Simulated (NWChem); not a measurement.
System: C$_{4}$H$_{3}$FOS; SMILES Oc1ccsc1F

NWChem input:

```
start job
memory heap 200 mb stack 900 mb global 1100 mb
geometry units angstroms noautoz
  O     -0.667954     2.225176     0.000000
  C     -0.501701     0.887717     0.000000
  C     -1.597928    -0.025821     0.000000
  C     -1.195142    -1.331642     0.000000
  S      0.519837    -1.498504     0.000000
  C      0.693246     0.219884     0.000000
  F      1.891426     0.799289     0.000000
  H      0.200303     2.645178     0.000000
  H     -2.638210     0.299949     0.000000
  H     -1.817806    -2.224636     0.000000
end
basis spherical
  * library def2-svp
end
dft
  xc xpbe96 cpbe96
  iterations 150
  mulliken
end
task dft energy
```

The geometry was optimised at PBE0/def2-SVP.

**Question.** What results follow from this input? (PBE/def2-SVP.) Quantities: energy (Ha); highest occupied level (eV); orbital gap (eV); dipole (D).

**Answer.** The energy (Ha) comes out as -726.55 and the highest occupied level (eV) is -5.02. The orbital gap (eV) is 4.01 and the dipole (D) is 0.13.
